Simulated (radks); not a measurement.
Excited configurations of the holmium ion Ho41+: one electron is placed in a higher orbital outside [Ar] 3d7. The ground configuration is [Ar] 3d8. Method: scalar-relativistic Kohn-Sham, PBEsol, spin-unpolarised, spherical densities, finite nucleus; Fermi nuclear charge, rms radius 5.2022 fm; computed with a radial shooting solver on a logarithmic mesh with Libxc functionals. Excitation = E - E(ground); binding = E(ion) - E, where the ion is the core of charge +42; n* = 42/sqrt(2 binding) in atomic units. These energies are relativistic, and a one-electron ion of charge +42 with no core already has n* below n in this formula (scalar-relativistic equation, point nucleus: 4p 3.977, 4d 3.990, 4f 3.995, 5s 4.959, 5d 4.988, 5f 4.994, 7s 6.957, 7p 6.974). The quantum defect is therefore taken as that value minus n*, so that it holds no relativistic shift of the bare ion.

4p: excitation (eV) 1409.0; binding (eV) 1853.9; n* 3.598; quantum defect 0.379; eigenvalue (eV) -1829.5; <r> (bohr) 0.4431
4d: excitation (eV) 1557.5; binding (eV) 1705.3; n* 3.752; quantum defect 0.238; eigenvalue (eV) -1679.9; <r> (bohr) 0.4340
4f: excitation (eV) 1693.1; binding (eV) 1569.8; n* 3.910; quantum defect 0.085; eigenvalue (eV) -1540.7; <r> (bohr) 0.3968
5s: excitation (eV) 2070.1; binding (eV) 1192.8; n* 4.486; quantum defect 0.473; eigenvalue (eV) -1179.7; <r> (bohr) 0.7216
5d: excitation (eV) 2201.4; binding (eV) 1061.4; n* 4.755; quantum defect 0.233; eigenvalue (eV) -1048.5; <r> (bohr) 0.7392
5f: excitation (eV) 2262.8; binding (eV) 1000.1; n* 4.899; quantum defect 0.095; eigenvalue (eV) -986.16; <r> (bohr) 0.7118
7s: excitation (eV) 2691.8; binding (eV) 571.09; n* 6.483; quantum defect 0.474; eigenvalue (eV) -565.04; <r> (bohr) 1.503
7p: excitation (eV) 2712.2; binding (eV) 550.66; n* 6.602; quantum defect 0.372; eigenvalue (eV) -544.75; <r> (bohr) 1.536

The Delta-SCF ionisation energy is 3262.9 eV (NIST Atomic Spectra Database: 3238 eV, theoretical). Self-interaction in the functional shifts the binding energies and quantum defects, so they are the method's values and not measured ones. Spin polarisation and multiplet splitting are left out, so open shells lie too high by an amount that depends on their filling. Spin-orbit splitting is averaged out at the scalar-relativistic level.

Beside tabulated values, note that spin-unpolarised runs miss the spin-polarisation part of the exchange energy of open shells.
